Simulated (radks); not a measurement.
Results of a calculation; reference values are marked as such.
Ionisation of the magnesium ion Mg+, [Ne] 3s1, to Mg2+, [Ne], under several functionals. Dirac Kohn-Sham, spin-unpolarised, spherical densities, finite nucleus; a radial shooting solver on a logarithmic mesh with Libxc functionals.

functional                                        E(Mg+) (hartree)  Exc (hartree)  IE (eV)  -e(HOMO) (eV)  <r> HOMO (bohr)  IE error (eV)
PBE                                                     -199.98734      -16.14951   15.025         11.378            2.794         -0.010
OLYP                                                    -200.12072      -16.30446   15.102         11.077            2.833         +0.066
LDA (Slater exchange, Perdew-Zunger correlation)        -199.15700      -15.28389   15.048         11.527            2.776         +0.013
RPBE                                                    -200.09909      -16.26622   15.057         11.286            2.816         +0.022
exchange-only PBE                                       -199.60201      -15.75162   14.696         10.832            2.818         -0.339
AM05                                                    -199.26705      -15.39983   14.767         11.271            2.806         -0.268
HCTH/407                                                -200.11847      -16.30861   15.198         11.344            2.833         +0.162
LDA (Slater exchange, Perdew-Wang correlation)          -199.15979      -15.28672   15.043         11.521            2.777         +0.008
revPBE                                                  -200.06967      -16.23589   14.945         11.293            2.812         -0.090

NIST Atomic Spectra Database: 15.035 eV (measured). Closest: LDA (Slater exchange, Perdew-Wang correlation). The Delta-SCF values span 0.50 eV, the total energies 0.96 hartree. The highest occupied level is 3s1/2. Spin polarisation and multiplet splitting are left out, so open shells lie too high by an amount that depends on their filling.

Beside tabulated values, note that spin-unpolarised runs miss the spin-polarisation part of the exchange energy of open shells.
